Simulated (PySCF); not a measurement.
InI⁺: energy against distance

Set-up: PySCF, scalar-relativistic core potentials, basis sets In cc-pVDZ-PP with ECP28, I cc-pVDZ-PP with ECP28. Energies in eV from In⁺ + I in their ground configurations at the same level. All curves are PBE0. state 1: ²Π (doublet), unpaired electrons π ↑; state 2: doublet, unpaired electrons σ ↑, a second solution, started from another occupation; state 3: quartet, unpaired electrons σ ↑, π ↑↑, a second solution, started from another occupation.

| R (Å) | state 1 | state 2 | state 3 |
| --- | --- | --- | --- |
| 2.902 | -0.1969 | -0.3443 | 3.5892 |
| 3.038 | -0.3498 | -0.2741 | 3.5984 |
| 3.172 | -0.4283 | -0.2059 | 3.6526 |
| 3.274 | -0.4542 | -0.1616 | 3.7085 |
| 3.375 | -0.4607 | -0.1240 | 3.7704 |
| 3.476 | -0.4536 | -0.0926 | 3.8339 |
| 3.611 | -0.4306 | -0.0589 | 3.9160 |
| 3.780 | -0.3899 | -0.0273 | 4.0094 |
| 3.982 | -0.3352 | -0.0007 | 4.1035 |
| 4.253 | -0.2654 | 0.0214 | 4.1976 |

Q: Put a parabola through the three lowest points of the state 1 curve and estimate Re, k and ωe (reduced mass 60.3 u; 1 eV/Å² = 0.16022 mdyn/Å; ωe = 1302.8·√(k/μ) cm⁻¹).

A: Through R = 3.274, 3.375, 3.476 Å the second-order coefficient is 0.667 eV/Å², so Re ≈ 3.373 Å, k ≈ 0.214 mdyn/Å and ωe ≈ 78 cm⁻¹. A polynomial fit of higher order to the unrounded PBE0 energies gives Re = 3.366 Å, k = 0.216 mdyn/Å, ωe = 78.0 cm⁻¹; anharmonicity and rounding make the difference.

The higher-order fit for each curve: state 1: Re = 3.366 Å, ωe = 78.0 cm⁻¹, De = 0.461 eV. State 2 gave no clean fit. State 3 gave no clean fit.

These are scalar-relativistic numbers at best; spin–orbit coupling would shift them, the dissociation energy most. For an ion De counts to the pair picked by the measured ionisation energies or electron affinities, which need not be the lowest pair at this level. The state is the lowest determinant that a PBE0 search found; another state may lie lower at other levels.
